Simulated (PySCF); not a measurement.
Excitations are Tamm–Dancoff values on a coarser integration grid. The basis has no diffuse functions, so Rydberg states are missing or too high.

Cartesian coordinates (Å):
```xyz
6

C      1.7434    -0.2167     0.0120
C      0.5485    -0.0513    -0.0242
Si    -1.2385     0.1759    -0.0451
O     -2.0091     0.9141    -1.1197
H      2.8008    -0.3582     0.0359
H     -1.8452    -0.4639     1.1409
```
Charge 0, spin multiplicity 1.

### Question
Predict the dipole moment, brightest of the four lowest singlets (TDA) and T1 excitation (TDA) from PBE-D3(BJ)/def2-TZVP // PBE0-D3(BJ)/def2-TZVP run with PySCF.

### Answer

| Quantity | Result |
|---|---|
| dipole moment | 4.25 D |
| brightest of the four lowest singlets (TDA) | 5.35 eV |
| T1 excitation (TDA) | 3.26 eV |
